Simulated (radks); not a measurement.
Results of a calculation; reference values are marked as such.
Neutral rhodium inside a hard spherical wall (all orbitals vanish at R), configuration held at [Kr] 4d8 5s1 and not refilled when levels cross. Code: a radial shooting solver on a logarithmic mesh with Libxc functionals. Model: scalar-relativistic Kohn-Sham, r2SCAN, spin-unpolarised, spherical densities, finite nucleus; meta-GGA in the generalised Kohn-Sham scheme; Fermi nuclear charge, rms radius 4.4945 fm. Eigenvalues in eV, with the zero of energy where the potential of the charges vanishes at infinity; a dash marks a level that is unbound or too diffuse for the functional's potential to be trusted. A positive occupied level is held by the wall or, in an anion where self-interaction has pushed it up, behind a barrier. The pressure on the wall is -dE/dV.

| R (bohr) | E (hartree) | kinetic (hartree) | e(4s) | e(4p) | e(4d) | e(5s) | e(5p, empty) | e(6s, empty) | pressure (GPa) |
|---|---|---|---|---|---|---|---|---|---|
| free | -4784.68287 | 4955.327 | -84.825 | -51.956 | -6.067 | -4.206 | - | - | 0 |
| 15 | -4784.68287 | 4955.327 | -84.825 | -51.955 | -6.067 | -4.205 | -0.543 | 0.830 | < 0.0001 |
| 4 | -4784.33355 | 4956.917 | -79.313 | -46.600 | -1.058 | 3.866 | 12.347 | 48.731 | 71.1 |
| 3.5 | -4783.96190 | 4958.413 | -75.885 | -43.335 | 2.207 | 10.172 | 20.732 | 73.126 | 208 |
| 2.5 | -4780.70387 | 4970.910 | -59.099 | -27.012 | 20.635 | 51.936 | 71.102 | 198.32 | 2920 |
| 2 | -4773.00986 | 4998.781 | -35.658 | -2.434 | 50.230 | 126.17 | 153.21 | 375.73 | 16000 |
| 1.5 | -4741.86048 | 5097.450 | 31.954 | 71.711 | 136.95 | 348.86 | 385.45 | 833.79 | 127000 |
